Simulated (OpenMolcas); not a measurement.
**3d ions of charge +5 along the row**

* Program: OpenMolcas
* Method: SS-CASPT2, IPEA 0.25 Eh, imaginary shift 0.1 Eh
* Basis: ANO-RCC-VTZP
* Scalar Hamiltonian: DKH2, point nucleus
* Spin-orbit coupling: state interaction with AMFI integrals over the reference wave functions, term energies averaged over their components

Active space: the 3d shell; CASPT2 also correlates the outermost closed s and p core shells.

B and C come from two terms' centres of gravity (d2, d8: 3P = 15B, 1G = 12B + 2C; d3, d7: 4P = 15B, 2G = 4B + 3C; d4, d6: 3G = 9B + 4C, 3H = 4B + 4C; d5: 4D = 17B + 5C, 4G = 10B + 5C, above the ground term), where all their levels are at least 80 % pure. ζ = ±2S·A comes from the whole width of the ground multiplet by E(J) = (A/2) J(J+1), where its levels are at least 85 % pure. Energies in cm-1.

```csv
Ion,Configuration,Lowest level,Weight (%),B,B measured,C,C measured,ζ,ζ measured
Mn5+,3d²,³F₂,100,1210,1159,5293,5322,489,477
Fe5+,3d³,⁴F_3/2,100,1257,1205,5144,5007,619,572
Co5+,3d⁴,⁵D₀,100,1207,1131,6119,5809,794,713
Ni5+,3d⁵,⁶S_5/2,100,1242,,6247,,,
Cu5+,3d⁶,⁵D₄,100,1460,1457,6189,5971,1056,1093
```

Measured columns use the levels in Corliss and Sugar, J. Phys. Chem. Ref. Data 6, 1253 (1977) (Mn5+); Corliss and Sugar, J. Phys. Chem. Ref. Data 11, 135 (1982) (Fe5+); Sugar and Corliss, J. Phys. Chem. Ref. Data 10, 1097 (1981) (Co5+); Sugar and Musgrove, J. Phys. Chem. Ref. Data 19, 527 (1990) (Cu5+).

The computed B goes from 1210 (Mn5+) to 1460 cm-1 (Cu5+), a factor of 1.21, though not at every step. It departs from the measured column by 0 to +7 %. The Trees term is left out, which lowers the B read from the levels of every ion, most for d4 to d6. The pair of terms that fixes B changes along the row, so steps between ions also reflect that choice.

The computed ζ goes from 489 (Mn5+) to 1056 cm-1 (Cu5+), a factor of 2.16, rising at every step. It departs from the measured column by -3 to +11 %.

CASPT2 breaks the degeneracy within a term, and the mean is taken; among the low terms the widest spread is 890 cm-1 (3d³ ⁴F, Fe5+). Terms from blocks run as CI alone lack orbitals of their own. The CASPT2 spread within a term exceeds the gap to the next term for 3d³ ²P and 3d³ ²D(1), 3d³ ²D(1) and 3d³ ²H, so the order of their levels is uncertain, and so are names and mixing where such terms share a J (figures for Fe5+; the like holds for Co5+, Cu5+). Measured partners are found by configuration, term and J. A level has none where our copy of the source lacks it or the pairing is in doubt (some pairs that miss far off the trend of their configuration count as doubtful), and it then counts in no deviation. Only configurations of the active space appear.

A number in round brackets counts repeated terms of one configuration in the order of the reference energies.
